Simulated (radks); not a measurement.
Results of a calculation; reference values are marked as such.
Tb IV, configuration [Xe] 4f(up 5.5, down 2.5) (fractional occupations, a model configuration). Code: a radial shooting solver on a logarithmic mesh with Libxc functionals. Model: scalar-relativistic Kohn-Sham, r2SCAN, spin-polarised, spherical densities, finite nucleus; meta-GGA in the generalised Kohn-Sham scheme; Fermi nuclear charge, rms radius 5.06 fm.

Normalised radial functions P(r) = r R(r), r in bohr:

```
   r/bohr * 4d down, o 5s down, + 5p up (the largest magnitude, 1.41, reaches the edge; | marks zero, & curves that meet)
 0.001024                             &o
 0.001552                             &o
 0.002353                             & o
 0.003567                             & o
 0.005407                             &  o
 0.008196                             *+ o
  0.01242                             *+ o
  0.01883                             |*&
  0.02855                            o|* +
  0.04328                         o   |   &
   0.0656                        o    |  +    *
  0.09945                            &|            *
   0.1507                       +     |     o        *
   0.2285                         +   |   o *
   0.3464               *     o       |     +
   0.5251  *                  o       |       +
    0.796         *             +     |         o
    1.216           +          *      |                   o
    1.844               +            *|          o
    2.795                         +   * o
    4.237                             &
```

4d down: eigenvalue -179.87 eV, 1 radial node at r = 0.261 bohr, <r> = 0.622 bohr, 90 % of the charge inside 0.934 bohr. 5s down: eigenvalue -76.977 eV, 4 radial nodes at r = 0.0261, 0.103, 0.270, 0.641 bohr, <r> = 1.31 bohr, 90 % of the charge inside 1.88 bohr. 5p up: eigenvalue -54.072 eV, 3 radial nodes at r = 0.0928, 0.272, 0.685 bohr, <r> = 1.49 bohr, 90 % of the charge inside 2.17 bohr.
